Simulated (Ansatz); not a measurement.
C$_{3}$H$_{4}$O$_{3}$Sn, SMILES `[OH][Sn-]1[O]C=CC=[O+]1` at its PBE0-D4/def2-TZVP geometry, where that method's forces vanish. Charge 0, multiplicity 1. Sn takes the def2 core potential.

```json
{"atom": "O1", "x (Å)": "-1.018", "y (Å)": "-2.213", "z (Å)": "-0.081"}
{"atom": "Sn2", "x (Å)": "0.755", "y (Å)": "-1.897", "z (Å)": "0.768"}
{"atom": "O3", "x (Å)": "1.268", "y (Å)": "-0.589", "z (Å)": "-0.882"}
{"atom": "C4", "x (Å)": "0.791", "y (Å)": "0.558", "z (Å)": "-1.109"}
{"atom": "C5", "x (Å)": "0.021", "y (Å)": "1.342", "z (Å)": "-0.258"}
{"atom": "C6", "x (Å)": "-0.316", "y (Å)": "0.988", "z (Å)": "1.044"}
{"atom": "O7", "x (Å)": "-0.035", "y (Å)": "-0.082", "z (Å)": "1.651"}
{"atom": "H8", "x (Å)": "-1.320", "y (Å)": "-3.123", "z (Å)": "-0.055"}
{"atom": "H9", "x (Å)": "1.036", "y (Å)": "0.981", "z (Å)": "-2.091"}
{"atom": "H10", "x (Å)": "-0.303", "y (Å)": "2.309", "z (Å)": "-0.617"}
{"atom": "H11", "x (Å)": "-0.879", "y (Å)": "1.725", "z (Å)": "1.630"}
```

Q: For each bond, give half the difference of the two atoms' forces along it (eV/Å; positive pushes the atoms apart) under PBE-D4, r2SCAN-D4, B3LYP-D4, ωB97M-V in def2-TZVPP. (Estimate.)

A: Computed: 
```tsv
bond	length (Å)	PBE-D4	r2SCAN-D4	B3LYP-D4	ωB97M-V
O1–Sn2	1.990	0.45	0.10	0.34	-0.03
O1–H8	0.959	0.37	0.06	-0.04	-0.02
Sn2–O3	2.168	0.09	-0.11	0.14	-0.09
Sn2–O7	2.168	0.09	-0.11	0.14	-0.09
O3–C4	1.262	0.70	0.40	0.25	0.16
C4–C5	1.390	-0.10	-0.05	0.02	0.04
C4–H9	1.098	-0.06	-0.11	-0.20	-0.14
C5–C6	1.390	-0.11	-0.05	0.02	0.04
C5–H10	1.081	0.07	-0.04	-0.10	-0.13
C6–O7	1.262	0.70	0.40	0.26	0.16
C6–H11	1.098	-0.06	-0.11	-0.20	-0.14
```

B3LYP here is the variant with VWN-RPA as its local correlation; programs differ in this.
